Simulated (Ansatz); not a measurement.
RbBr₂ (the lowest doublet isomer of a short search) was relaxed with PBE-D4 (def2-TZVP) in Ansatz in these states: neutral doublet, neutral quartet. The geometries follow in no particular order.

In the def2 sets Rb takes a core potential; there is no spin–orbit coupling.

A:

| atom | x (Å) | y (Å) | z (Å) |
| --- | --- | --- | --- |
| Rb1 | 2.653 | -0.969 | 0.005 |
| Br2 | -1.649 | -0.403 | -0.967 |
| Br3 | -1.004 | 1.372 | 0.963 |

B:

```xyz
3

Rb   -0.3019    1.8223   -0.4154
Br    1.0496   -0.5101    1.3141
Br   -0.7477   -1.3123   -0.8987
```

Q: Judge from the bond lengths which geometry belongs to which state (an estimate).

A: A is the neutral quartet (Rb1–Br2 4.447 Å, Rb1–Br3 4.447 Å); B is the neutral doublet (Rb1–Br2 3.203 Å, Rb1–Br3 3.203 Å).

At PBE-D4/def2-TZVP the gap within one spin of the charge 0 quartet nearly closes, so an electron or hole may be smeared out by delocalisation error. At PBE0-D4/def2-TZVP a doublet lies 4.41 eV below the neutral quartet. In the quartet, Br2 and Br3 lie 2.70 Å apart (atoms count from 1), so these atoms are partly bonded to each other. In the doublet, Br2 and Br3 lie 2.96 Å apart (atoms count from 1), so these atoms are partly bonded to each other. These are the stationary points nearest to one start from a short search; other shapes may lie lower in each state.
